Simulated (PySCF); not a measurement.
## Ionising CaZn

PBE0; Ca pcseg-1, Zn pcseg-1; no relativity (PySCF 2.14). Neutral (UKS): singlet (closed shell), Re = 3.737 Å, ωe = 57.8 cm⁻¹, De = 0.09 eV, HOMO -4.12 eV, LUMO -0.92 eV.

CaZn⁺ (UKS): doublet (σ ↑), Re = 3.241 Å, ωe = 124 cm⁻¹, De = 0.55 eV to Ca⁺ + Zn. The energies at the minima are -2456.24037 hartree for CaZn and -2456.03757 for CaZn⁺.

(1) Work out the adiabatic ionisation energy, without and with harmonic zero-point energies (1 hartree = 27.2114 eV, 1 eV = 8065.5 cm⁻¹), and the change of the bond length.

Closed-shell solutions of metal pairs were not tested for spin polarisation, which can lower them a little. Weak bonds: CaZn. Basis-set superposition, not corrected here, can be much of De in a small basis, most of all at correlated wavefunction levels. For an ion De counts to the pair picked by the measured ionisation energies or electron affinities, which need not be the lowest pair at this level. States were picked by a PBE0 search and need not be the measured ground states.

Answers

(1) At PBE0: 0.20280 hartree = 5.518 eV between the minima; the zero-point term (124.0 − 57.8)/2 cm⁻¹ = +0.004 eV makes it 5.523 eV. Re changes by -49.6 pm against the neutral. Minus the HOMO energy is 4.12 eV, -1.40 eV from the value between the minima; self-interaction puts the Kohn–Sham level too high, less so with exact exchange. The electron leaves a σ orbital, and the shorter bond of the ion fits an antibonding orbital, or a change in how ionic the bond is.
